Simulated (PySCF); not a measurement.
A mixed set of molecules. Theory: TDDFT CAM-B3LYP/def2-SVPD, vertical, gas phase, core orbitals frozen in the response in PySCF. Geometries: GFN2-xTB; one conformer of each isolated species. Triplets are in the Tamm–Dancoff approximation. Ions are computed without counter-ions or solvent.

Question: Rank by computed S1–T1 gap, highest first.
A. `C=CC(C=C)=NN=C`
B. `C[C@@H]1CC=C[CH+]C1`
C. `C[SiH2]S[Si@H](F)[SiH3]`
D. `C#C[C@H](C#N)CCN`
E. `N#C[SiH2][SiH2][SiH](Cl)Cl`
F. `C=Cc1cn[nH]c1C`
G. `CCc1ncccn1`
H. `F/C=C\C[SiH2]F`

Answer: H (2.30 eV), F (1.93 eV), A (1.70 eV), B (1.53 eV), D (1.02 eV), E (0.79 eV), G (0.51 eV), C (0.37 eV).

```tsv
SMILES	S1−T1 (eV)	S1 (eV)	T1 (eV)	S1 mainly	T1 mainly	f(S1)
F/C=C\C[SiH2]F	2.30	6.64	4.34	H→L (88%)	H→L (45%)	0.168
C=Cc1cn[nH]c1C	1.93	5.44	3.52	H→L (92%)	H→L (87%)	0.379
C=CC(C=C)=NN=C	1.70	4.12	2.42	H-1→L (51%)	H→L (91%)	0.094
C[C@@H]1CC=C[CH+]C1	1.53	4.12	2.59	H→L (96%)	H→L (82%)	0.085
C#C[C@H](C#N)CCN	1.02	6.51	5.49	H→L (72%)	H-1→L+1 (35%)	0.018
N#C[SiH2][SiH2][SiH](Cl)Cl	0.79	6.41	5.63	H→L (88%)	H→L (87%)	0.096
CCc1ncccn1	0.51	4.48	3.97	H→L (99%)	H→L (96%)	0.004
C[SiH2]S[Si@H](F)[SiH3]	0.37	5.56	5.19	H→L (93%)	H→L (82%)	0.013
```

H and L stand for HOMO and LUMO. For `C=CC(C=C)=NN=C` and `C#C[C@H](C#N)CCN` the leading configurations of S1 and T1 differ. Singlets come from full response and triplets from the Tamm–Dancoff approximation.
